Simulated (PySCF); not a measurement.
Structure with atom numbers: `[BH2:1][S:2][B:3]([Cl:4])[S:5][CH3:6]`. Each H is labelled by its parent atom.

Geometry: PBE0-D3(BJ)/def2-SVP; GIAO absolute shieldings from PySCF 2.14.0 with density-fitted response routines, gas phase, non-relativistic, averaged over equivalent atoms.

At PBE/pcSseg-1 (148 basis functions, 17 s wall time on 1 thread of an Arm Neoverse V1, shared host):
| atoms | σ (ppm) |
| --- | --- |
| B1 | 25.4 |
| B3 | 36.8 |
| S2 | 329.7 |
| S5 | 408.4 |
| Cl4 | 711.1 |
| C6 | 161.7 |
| H(B1) | 23.68 |
| H(C6) | 28.83 |

Predict the values at HF/pcSseg-1 on the same geometry.

Results:


```csv
atoms,σ at HF/pcSseg-1,change
B1,45.5,+20.1
B3,49.3,+12.5
S2,480.1,+150.4
S5,535.5,+127.1
Cl4,829.4,+118.3
C6,176.1,+14.4
H(B1),24.61,+0.93
H(C6),29.43,+0.60
```

The largest change is at S2 (sulfur bonded to 2 B). Cost: 148 basis functions, 6.3 s wall time on 1 thread of an Arm Neoverse V1, shared host.
